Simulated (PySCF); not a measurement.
Radial density of Ni²⁺ (nickel, charge +2)

UHF, [Ar] 3d7 4p1, one real determinant (an excited configuration). Calculation: PySCF 2.14, in x2c-QZVPPall (11s7p6d4f2g, 108 functions); the spin-free X2C one-electron Hamiltonian (Gaussian nucleus).

```csv
r (bohr),4πr²ρ (e/bohr),4πr²(ρα − ρβ)
0.00102,0.2732,0.0000
0.00172,0.6926,0.0000
0.00289,1.716,-0.0001
0.00486,4.087,-0.0003
0.00818,9.079,-0.0006
0.0138,17.91,-0.0010
0.0231,28.94,-0.0011
0.0389,34.02,0.0015
0.0655,28.20,0.0141
0.110,30.29,0.0691
0.185,38.12,0.3616
0.312,19.86,1.5232
0.524,18.96,3.3237
0.882,14.78,2.6774
1.48,2.890,0.8871
2.49,0.5855,0.4934
4.20,0.1134,0.1127
7.06,0.001591,0.0016
```

Densities and radii are taken from the X2C orbitals without a picture-change correction, which distorts them close to the nucleus.

⟨L²⟩ = 13.96 against 20 for a pure G term, so this real determinant mixes terms.
